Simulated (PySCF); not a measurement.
# What each rung costs, and what it gives

Saddle point of BH$_{4}$O$_{2}$F, singlet (BH₂O₂F ([OH][B]([OH])[F]) + H₂ → BH₃O₂ ([OH][BH][OH]) + HF; bonds formed: B1–H6, F2–H5; bonds broken: B1–F2, H5–H6), PBE0-D4/def2-TZVP structure:

B1  (-0.200, -0.141, 0.126)
F2  (0.330, 1.303, -0.647)
O3  (-1.141, -0.778, -0.615)
O4  (-0.433, 0.065, 1.447)
H5  (1.044, 0.391, -0.519)
H6  (1.094, -0.550, -0.150)
H7  (-0.941, -0.848, -1.549)
H8  (0.248, 0.557, 1.906)
(Å)

Barriers are electronic and count from the start structure reached by relaxing down the imaginary mode.

Computed with PySCF 2.14 with density fitting (its default auxiliary sets; JK sets also for MP2 and CCSD(T)) (basis: as named in each row); correlated methods freeze the cores. B3LYP uses VWN-RPA correlation. Extrapolation: Hartree–Fock as exp(−7.88 √X), correlation as X^−2.97.

Times are rough, for one single point on 4 threads of a shared host (Arm Neoverse V2).

The estimate by CCSD(T) at an estimated basis limit (MP2 extrapolated from triple and quadruple zeta, plus CCSD(T) − MP2 in triple zeta) is 2.568 eV.

```json
{"method": "HF", "basis": "STO-3G", "time (s)": "under 1", "barrier (eV)": "4.475", "method less estimate": "1.908"}
{"method": "B3LYP-D4", "basis": "6-31G", "time (s)": "2", "barrier (eV)": "2.580", "method less estimate": "0.012"}
{"method": "PBE0-D4", "basis": "def2-SVP", "time (s)": "3", "barrier (eV)": "2.265", "method less estimate": "-0.303"}
{"method": "PBE-D4", "basis": "def2-SVP", "time (s)": "3", "barrier (eV)": "2.059", "method less estimate": "-0.509"}
{"method": "MP2", "basis": "def2-QZVPP", "time (s)": "3", "barrier (eV)": "2.528", "method less estimate": "-0.039"}
{"method": "SPW92", "basis": "def2-TZVPP", "time (s)": "6", "barrier (eV)": "1.809", "method less estimate": "-0.759"}
{"method": "PBE0-D4", "basis": "def2-TZVPP", "time (s)": "7", "barrier (eV)": "2.345", "method less estimate": "-0.222"}
{"method": "BHLYP-D4", "basis": "def2-TZVPP", "time (s)": "7", "barrier (eV)": "2.735", "method less estimate": "0.167"}
{"method": "PBE-D4", "basis": "def2-TZVPP", "time (s)": "8", "barrier (eV)": "2.148", "method less estimate": "-0.419"}
{"method": "B3LYP-D4", "basis": "def2-TZVPP", "time (s)": "8", "barrier (eV)": "2.511", "method less estimate": "-0.057"}
{"method": "CCSD(T)", "basis": "def2-SVP", "time (s)": "9", "barrier (eV)": "2.626", "method less estimate": "0.058"}
{"method": "r2SCAN-D4", "basis": "def2-TZVPP", "time (s)": "18", "barrier (eV)": "2.336", "method less estimate": "-0.232"}
{"method": "wB97M-V", "basis": "def2-TZVPP", "time (s)": "100", "barrier (eV)": "2.474", "method less estimate": "-0.094"}
{"method": "CCSD(T)", "basis": "def2-TZVPP", "time (s)": "270", "barrier (eV)": "2.575", "method less estimate": "0.007"}
```

All methods are single points on the PBE0-D4 structures.

The T1 diagnostic stays at or below 0.014.

Labels in which every atom is bracketed show which atoms are joined, not bond orders.
